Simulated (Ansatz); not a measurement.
Ansatz (a quantum-chemistry and plane-wave program) input (CCSD(T)/def2-SVPD):

Ansatz 0.2 input:
```yaml
crystal:
  periodic: [false, false, false]
  atoms:
    - {symbol: Zr, position_ang: [0.02008603, 0.00278907, -0.00841683]}
    - {symbol: H, position_ang: [0.47326178, -0.55954638, 1.70764292]}
    - {symbol: H, position_ang: [-0.64044715, 1.73401202, -0.19011303]}
    - {symbol: H, position_ang: [-0.63625573, -1.28602851, -1.18085669]}
basis:
  gaussian:
    orbitals: def2-SVPD
magnetization: {spin_polarized: true, initial_magnetization: 1}
correlation: {method: ccsd_t, electrons: outside_noble_gas}
output: {forces: true}
```

Output:

```
Functional definition: HF
integrals: 0.04 GiB planned
562 factors; integrals over basis functions are off by at most 8.2e-4 eV
mean field: 0.10 GiB planned
mean field evaluation 1: about -1309.2421 eV, gradient 1.2e1 eV
mean field evaluation 2: about -1309.2425 eV, gradient 1.2e1 eV
mean field evaluation 4: about -1310.9622 eV, gradient 1.6e0 eV
mean field evaluation 8: about -1311.0349 eV, gradient 6.1e-3 eV
mean field evaluation 16: about -1310.9618 eV, gradient 1.6e0 eV
mean field evaluation 32: about -1311.0349 eV, gradient 1.8e-6 eV
mean field evaluation 64: about -1311.0332 eV, gradient 1.5e-1 eV
mean field evaluation 96: about -1307.9652 eV, gradient 1.1e0 eV
mean field evaluation 128: about -1310.5401 eV, gradient 1.4e-4 eV
mean field evaluation 160: about -1304.5692 eV, gradient 1.2e1 eV
mean field evaluation 192: about -1307.9447 eV, gradient 2.1e-3 eV
mean field evaluation 224: about -1310.8495 eV, gradient 8.6e-1 eV
mean field evaluation 256: about -1310.5401 eV, gradient 3.5e-4 eV
mean field evaluation 288: about -1305.0509 eV, gradient 1.9e0 eV
mean field -1311.03494909 eV, -48.1796457277 hartree, gradient 2.2e-6 eV, S^2 0.756211; 9 other end points of the search recorded, 0 dependent functions left out
determinant -1311.03494909 eV, -48.1796457277 hartree, with singles and doubles -1314.22499301 eV, -48.2968776796 hartree
determinant -1310.54010435 eV, -48.1614605188 hartree, with singles and doubles -1313.74500544 eV, -48.2792384616 hartree
determinant -1310.54008873 eV, -48.1614599448 hartree, with singles and doubles -1313.74501962 eV, -48.2792389826 hartree
determinant -1309.05897710 eV, -48.1070300963 hartree, with singles and doubles -1312.38102600 eV, -48.2291131417 hartree
determinant -1307.94468360 eV, -48.0660805656 hartree, with singles and doubles -1311.38018280 eV, -48.1923328326 hartree
determinant -1311.03494909 eV, -48.1796457277 hartree, with singles and doubles -1314.20048997 eV, -48.2959772093 hartree
determinant -1310.54010435 eV, -48.1614605188 hartree, with singles and doubles -1313.71777408 eV, -48.2782377276 hartree
determinant -1310.54008873 eV, -48.1614599448 hartree, with singles and doubles -1313.71766155 eV, -48.2782335922 hartree
4 core orbitals not correlated
reference -1311.03494909 eV, -48.1796457277 hartree; 4, 3 occupied and 50, 51 virtual orbitals, 562 factors
densities: 0.22 GiB planned
second order -2.44348691 eV of doubles, -0.00000000 eV of singles
coupled cluster: 0.17 GiB planned
cycle   1  -3.16554065 eV  change    2.3e-7 eV  update   5.1e-6
cycle   2  -3.16553850 eV  change    2.2e-6 eV  update   4.5e-6
cycle   3  -3.16553804 eV  change    4.7e-7 eV  update   3.4e-6
cycle   4  -3.16553833 eV  change   -3.0e-7 eV  update   2.8e-6
cycle   5  -3.16553922 eV  change   -8.8e-7 eV  update   1.8e-6
cycle   6  -3.16553927 eV  change   -5.3e-8 eV  update   1.1e-6
cycle   7  -3.16553901 eV  change    2.5e-7 eV  update   6.4e-7
cycle   8  -3.16553892 eV  change    9.0e-8 eV  update   3.0e-7
cycle   9  -3.16553890 eV  change    2.6e-8 eV  update   1.7e-7
perturbative correction -0.06541216 eV, -0.0024038524 hartree
the calculation of the forces begins
Total energy: -1314.26590015 eV, -48.2983809889 hartree
Atom 0 at     0.020086     0.002789    -0.008417 Å, force     0.017419     0.002419    -0.007300 eV/Å
Atom 1 at     0.473262    -0.559546     1.707643 Å, force     0.085048    -0.064847     0.198029 eV/Å
Atom 2 at    -0.640447     1.734012    -0.190113 Å, force    -0.051491     0.216340    -0.034633 eV/Å
Atom 3 at    -0.636256    -1.286029    -1.180857 Å, force    -0.050977    -0.153912    -0.156096 eV/Å
Dipole moment:     0.258329     0.035871    -0.108250 e Å
```

The spin state was set by rule; other spins were not relaxed.
